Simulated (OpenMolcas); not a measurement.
## Levels of Co⁶⁺ by method

* Program: OpenMolcas
* Basis: ANO-RCC-VQZP [7s6p4d3f2g1h]
* Scalar Hamiltonian: DKH2, point nucleus
* Active space: 9 electrons in 8 orbitals (RAS1 3p, at most 2 holes; RAS2 3d)
* State averaging: 2S+1 = 4 even, 10 roots; 2S+1 = 2 even, 40 roots
* Spin-orbit coupling: RASSI with atomic mean-field integrals over the reference wave functions, term energies averaged over their components

Methods on the same reference wave functions:
A. RASSCF
B. SS-RASPT2, IPEA 0.25 Eh, imaginary shift 0.1 Eh (closed shells correlated: 3s)
C. MS-RASPT2, IPEA 0.25 Eh, imaginary shift 0.1 Eh (closed shells correlated: 3s)

Energies in eV above 3d³ ⁴F_3/2, the measured ground level; measured values from Sugar and Corliss, J. Phys. Chem. Ref. Data 10, 1097 (1981).

```tsv
Level	A	B	C	Measured
3d³ ⁴F_3/2	0.0000	0.0000	0.0000	0.0000
3d³ ⁴F_5/2	0.0920	0.0923	0.0922	0.0865
3d³ ⁴F_7/2	0.2149	0.2152	0.2151	0.1996
3d³ ⁴F_9/2	0.3638	0.363	0.363	0.3376
3d³ ⁴P_1/2	2.9853	2.698	2.698	2.6156
3d³ ⁴P_3/2	3.0090	2.725	2.725	2.6414
3d³ ⁴P_5/2	3.1344	2.845	2.846	2.7508
3d³ ²G_7/2	3.2743	2.935	2.935	
3d³ ²G_9/2	3.3964	3.055	3.054	
3d³ ²P_3/2 [59 %]	3.9151	3.733	3.732	
3d³ ²P_1/2	3.9232	3.766	3.766	
3d³ ²D_3/2(1) [62 %]	4.3425	4.145	4.144	
3d³ ²D_5/2(1)	4.3732	4.153	4.139	
3d³ ²H_9/2	4.5413	4.062	4.062	
3d³ ²H_11/2	4.6289	4.146	4.146	
3d³ ²F_7/2	7.2251	6.576	6.576	
3d³ ²F_5/2	7.2765	6.628	6.627	
3d³ ²D_5/2(2)	10.7340	10.196	10.210	
3d³ ²D_3/2(2)	10.8068	10.269	10.270
```

Deviations, from unrounded energies. A percentage is the sum of absolute deviations over the sum of measured energies, with the sign that they share, or ± where signs differ.

| Against measurement | Levels | A | B | C |
| --- | --- | --- | --- | --- |
| mean absolute deviation (cm-1) | 6 | 1600 | 410 | 410 |
| fine structure of the ground term (%) | 3 | +7.5 | +7.6 | +7.5 |
| other terms of the ground configuration (%) | 3 | +14.0 | +3.3 | +3.3 |

B, C lie about equally close to measurement and A furthest from it. The largest miss of C in the table is 3d³ ⁴P_5/2, by +770 cm-1. The ranking rests on the paired levels alone, and a cruder setting can come out closer through cancelling errors.

Between B and C the level of the table that moves most is 3d³ ²D_5/2(1), by 120 cm-1 (lowest in C, highest in B). Moves below CASPT2's spread within the term are not significant.

The two smallest mean deviations differ by little beside CASPT2's spread within terms, so their order carries little weight.

From A to B the spin-free energies of the other terms of 3d³ shown, above ⁴F, scale by factors of 0.89 to 0.96, as is usual when dynamic correlation screens the repulsion within a d or f shell.

The lowest spin-free term lies below A's lowest term by 0.274 hartree in B, 0.274 hartree in C.

CASPT2 breaks the degeneracy within a term, and the mean is taken; among the terms shown or strongly mixed into the levels shown the widest spread is 1000 cm-1 (3d³ ⁴F, C). Active for correlation alone: 3p; no level in the range computed is led by a configuration that opens it, so any true level of that kind is missing. Without dynamic correlation excited terms often stand tens of per cent too high (terms of higher spin than the ground term too low), and those without a measured partner can miss by more than the paired ones (holds for A). The CASPT2 spread within a term exceeds the gap to the next term for 3d³ ²D(1) and 3d³ ²H, so the order of their levels is uncertain (holds for C). Measured partners are found by configuration, term and J. A level has none where our copy of the source lacks it or the pairing is in doubt (some pairs that miss far off the trend of their configuration count as doubtful), and it then counts in no deviation. Only configurations of the active space appear.

A share in square brackets marks a mixed level and gives the weight of the term that names it, the lowest over the columns. A number in round brackets counts repeated terms of one configuration in the order of the reference energies.
